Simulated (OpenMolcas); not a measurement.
**Lines of S+: computed and rescaled rates**

```json
{"Program": "OpenMolcas 26.06", "Method": "SS-CASPT2, IPEA 0.25 Eh, imaginary shift 0.1 Eh (closed shells correlated: 2s 2p 3s)", "Basis": "ANO-RCC-VQZP [6s5p3d2f1g]", "Scalar Hamiltonian": "DKH2, point nucleus", "Active space": "3 electrons in 3 orbitals (3p)", "State averaging": "2S+1 = 4 odd, 1 root; 2S+1 = 2 odd, 8 roots", "Spin-orbit coupling": "state interaction with AMFI integrals over the reference wave functions, term energies averaged over their components"}
```

Rates come from the transition moments of the reference wave functions (E1 and E2 in the length form). At fixed line strength A goes as λ^-3 for E1 and M1 and as λ^-5 for E2, so a rate at the computed wavelength can be rescaled to the measured one. Measured vacuum wavelengths follow from level energies in NIST Handbook of Basic Atomic Spectroscopic Data. Branching counts decays inside the model space alone, at computed energies, and the table is only a selection of the E2 and M1 lines, drawn from those between levels with measured partners whose computed energy lies within a factor of 1.5 of the measured one.

| Upper | Lower | Type | λ computed (nm) | λ measured (nm) | A computed (s-1) | A rescaled (s-1) | Branching % |
| --- | --- | --- | --- | --- | --- | --- | --- |
| 3s² 3p³ ²P°_1/2 | 3s² 3p³ ²D°_5/2 | E2 | 941.6 | 1037 | 1.33e-01 | 8.21e-02 | 28.7 |
| 3s² 3p³ ²P°_1/2 | 3s² 3p³ ²D°_3/2 | E2 | 939.7 | 1034 | 2.01e-01 | 1.25e-01 | 43.4 |
| 3s² 3p³ ²P°_1/2 | 3s² 3p³ ²D°_3/2 | M1 | 939.7 | 1034 | 4.40e-02 |  | 9.5 |
| 3s² 3p³ ²P°_3/2 | 3s² 3p³ ²D°_5/2 | E2 | 939.1 | 1032 | 2.36e-01 | 1.47e-01 | 35.6 |
| 3s² 3p³ ²P°_3/2 | 3s² 3p³ ²D°_5/2 | M1 | 939.1 | 1032 | 3.97e-02 |  | 6.0 |
| 3s² 3p³ ²P°_3/2 | 3s² 3p³ ²D°_3/2 | E2 | 937.2 | 1029 | 1.01e-01 | 6.33e-02 | 15.3 |
| 3s² 3p³ ²P°_3/2 | 3s² 3p³ ²D°_3/2 | M1 | 937.2 | 1029 | 7.10e-02 |  | 10.7 |
| 3s² 3p³ ²D°_3/2 | 3s² 3p³ ⁴S°_3/2 | M1 | 665.4 | 673.3 | 4.50e-04 |  | 73.9 |
| 3s² 3p³ ²D°_3/2 | 3s² 3p³ ⁴S°_3/2 | E2 | 665.4 | 673.3 | 1.59e-04 |  | 26.1 |
| 3s² 3p³ ²D°_5/2 | 3s² 3p³ ⁴S°_3/2 | E2 | 664.5 | 671.8 | 2.49e-04 |  | 95.9 |
| 3s² 3p³ ²D°_5/2 | 3s² 3p³ ⁴S°_3/2 | M1 | 664.5 | 671.8 | 1.05e-05 |  | 4.1 |
| 3s² 3p³ ²P°_1/2 | 3s² 3p³ ⁴S°_3/2 | M1 | 389.6 | 407.8 | 8.59e-02 |  | 18.5 |
| 3s² 3p³ ²P°_3/2 | 3s² 3p³ ⁴S°_3/2 | M1 | 389.1 | 407 | 2.14e-01 |  | 32.3 |

Spin-changing lines and M1 lines between different terms are not rescaled, since their strength hangs on the term gaps too.

The largest correction is for 3s² 3p³ ²P°_1/2 → 3s² 3p³ ²D°_5/2 (E2): 1.33e-01 × (941.6 / 1037)^5 = 8.21e-02 s-1, a factor of 0.62.

No measured rate stands beside these. Rescaling mends the energy factor alone: line strengths can still be far off where a level mixes with configurations outside the active space, and weak or spin-changing lines hang on small mixing coefficients that depend on the term gaps too, so rescaling need not improve them.

CASPT2 breaks the degeneracy within a term, and the mean is taken; among the terms shown or strongly mixed into the levels shown the widest spread is 240 cm-1 (3s² 3p³ ²D°). With the s shell closed, the reference lacks s² → p² mixing. Measured partners are found by configuration, term and J. A level has none where our copy of the source lacks it or the pairing is in doubt (some pairs that miss far off the trend of their configuration count as doubtful). Levels of configurations outside the active space are missing.

° marks odd parity.
